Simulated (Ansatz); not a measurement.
`BO[SiH2]B` + CH₃OH → `B[SiH2]OC` + `BO` at 600 K and 1 bar (ligand exchange at the Si–O bond).

Program: Ansatz. Geometries: PBE0-D4/def2-TZVP. ΔE: electronic, gas phase. CBS: MP2 limit from def2 TZ/QZ plus the TZ coupled-cluster correction, frozen cores. This one scheme is used for every species. One conformer a species, not always the lowest.

| species | CCSD(T)/CBS energy (Eh) | H − E (kJ/mol) | S (J/(mol·K)) |
| --- | --- | --- | --- |
| `BO[SiH2]B` | -417.47687 | 224.3 | 423.6 |
| CH₃OH | -115.61712 | 163.6 | 277.3 |
| `B[SiH2]OC` | -431.29232 | 268.2 | 429.9 |
| `BO` | -101.80414 | 119.7 | 267.1 |

H − E and S are ideal-gas, rigid-rotor, harmonic terms from PBE0-D4/def2-TZVP, for one conformer and one mirror image of each species. 1 Eh = 2625.50 kJ/mol, R = 8.31446 J/(mol·K).

Problem. By hand: ΔE, ΔH, ΔS and ΔG.

Solution. ΔE = (-431.29232) + (-101.80414) − (-417.47687) − (-115.61712) = -0.00247 Eh = -6.5 kJ/mol. Δ(H − E) = 268.2 + 119.7 − 224.3 − 163.6 = 0.0, so ΔH = -6.5 kJ/mol. ΔS = 429.9 + 267.1 − 423.6 − 277.3 = -3.9 J/(mol·K). ΔG = -6.5 − 600 × (-3.9)/1000 = -4.2 kJ/mol.

Problem. By hand: the equilibrium constant, and the temperature at which ΔG would vanish if ΔH and ΔS stayed fixed.

Solution. log₁₀ K = −ΔG/(RT ln 10) = 0.4. ΔG = 0 at ΔH/ΔS = 1667 K, though so small a ΔH makes that figure unsure.

TΔS isn't small against ΔH here. The sign of ΔG lies within the doubt. A doubt of 5 kJ/mol in ΔE shifts log₁₀ K by 0.4 here. Other conformers and mirror images would add mixing entropy, several J/(mol·K) or more a flexible species. Modes under 60 cm⁻¹, often nearly free rotors, make the harmonic entropy too high. These are equilibria of isolated gas molecules and say nothing of rates. Largest T1 diagnostic: 0.014 (customary marks: 0.02 for closed shells, 0.045 for open ones).
